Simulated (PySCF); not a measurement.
dilithium (Li2), singlet, at a GFN2-xTB geometry (such geometries of metal compounds can be far from the true shape), atoms displaced at random by about 0.03 Å a coordinate. Base run: PBE0/STO-3G, gradient run with PySCF.

Input for PySCF:
```python
from pyscf import gto, scf, dft

mol = gto.Mole()
mol.atom = '''
    Li    0.005016    0.013588   -1.107186
    Li   -0.004793    0.019362    1.144134
'''
mol.basis = 'sto-3g'
mol.charge = 0
mol.spin = 0
mol.verbose = 4
mol.build()

mf = dft.RKS(mol)
mf.xc = 'pbe0'
mf.kernel()
g = mf.nuc_grad_method()
grad = g.kernel()
```

The coordinate followed is z of atom 1.

The base run was repeated with changes; each row names its change, and settings that it needs were set with it.

```json
[
 {"change": "base", "dE/dx (Eh/bohr)": "0.025670", "net force (Eh/bohr)": "0.000000"},
 {"change": "conv_tol = 1e-6", "dE/dx (Eh/bohr)": "0.025670", "net force (Eh/bohr)": "0.000000"},
 {"change": "grid_response = on", "dE/dx (Eh/bohr)": "0.025671", "net force (Eh/bohr)": "0.000000"},
 {"change": "finite difference step (bohr) = 0.2; conv_tol = 1e-11", "dE/dx (Eh/bohr)": "0.025903", "net force (Eh/bohr)": "-"},
 {"change": "conv_tol = 1e-4", "dE/dx (Eh/bohr)": "0.025670", "net force (Eh/bohr)": "0.000000"},
 {"change": "density fitting = on; auxbasis_response = off", "dE/dx (Eh/bohr)": "0.025333", "net force (Eh/bohr)": "0.000000"},
 {"change": "grids.level = 0; grid_response = off", "dE/dx (Eh/bohr)": "0.024155", "net force (Eh/bohr)": "0.000000"},
 {"change": "conv_tol = 1e-11", "dE/dx (Eh/bohr)": "0.025670", "net force (Eh/bohr)": "0.000000"},
 {"change": "grids.level = 5; grid_response = off", "dE/dx (Eh/bohr)": "0.025671", "net force (Eh/bohr)": "0.000000"},
 {"change": "grids.level = 1; grid_response = on", "dE/dx (Eh/bohr)": "0.025668", "net force (Eh/bohr)": "0.000000"},
 {"change": "grids.level = 0; grid_response = on", "dE/dx (Eh/bohr)": "0.026967", "net force (Eh/bohr)": "0.000000"},
 {"change": "finite difference step (bohr) = 0.01; conv_tol = 1e-11", "dE/dx (Eh/bohr)": "0.025672", "net force (Eh/bohr)": "-"}
]
```

The net force is zero for an exact gradient.
